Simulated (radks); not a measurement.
Au3+, 76 electrons, occupied as [Xe] 4f13 5d8 6s0.5 6p0.5 (fractional occupations, a model configuration).

All-electron calculation, Dirac Kohn-Sham, PBE, spin-unpolarised, spherical densities, finite nucleus; open shells fill j = l - 1/2 first; Fermi nuclear charge, rms radius 5.4371 fm. Program: a radial shooting solver on a logarithmic mesh with Libxc functionals.

Energy parts (eV):
| part | energy |
|---|---|
| total | -518051.32 |
| kinetic | 594808.23 |
| electron-nucleus | -1300689.40 |
| Hartree | 197713.11 |
| exchange-correlation | -9883.27 |

Orbitals (lengths in bohr, moments of r in powers of bohr):
orbital	occ.	eigenvalue (eV)	<r^2>	<1/r>
1s1/2	2	-80663.53	0.0003934	95.68
2s1/2	2	-14267.58	0.005940	23.52
2p1/2	2	-13687.88	0.004202	23.49
2p3/2	4	-11852.64	0.005391	19.13
3s1/2	2	-3411.419	0.03858	8.633
3p1/2	2	-3149.839	0.03517	8.548
3p3/2	4	-2744.889	0.04158	7.415
3d3/2	4	-2309.035	0.03190	7.313
3d5/2	6	-2222.024	0.03365	7.054
4s1/2	2	-782.8987	0.1863	3.662
4p1/2	2	-671.0894	0.1898	3.554
4p3/2	4	-573.2778	0.2220	3.163
4d3/2	4	-389.9255	0.2335	2.963
4d5/2	6	-371.6138	0.2448	2.873
4f5/2	6	-136.4334	0.2840	2.515
4f7/2	7	-132.4958	0.2916	2.481
5s1/2	2	-153.3658	0.9318	1.507
5p1/2	2	-116.1962	1.079	1.387
5p3/2	4	-98.5214	1.284	1.245
5d3/2	4	-47.0852	2.084	0.9715
5d5/2	4	-44.9962	2.211	0.9399
6s1/2	0.5	-35.5667	5.453	0.5825
6p1/2	0.5	-27.0282	7.266	0.5002
6p3/2	0	-24.6786	8.486	0.4588

The highest occupied level is 6p1/2 at -27.028 eV. Summed over all electrons, <r^2> = 41.17 bohr^2, which gives a Langevin (diamagnetic) susceptibility term of -32.6 x 10^-6 cm^3/mol.
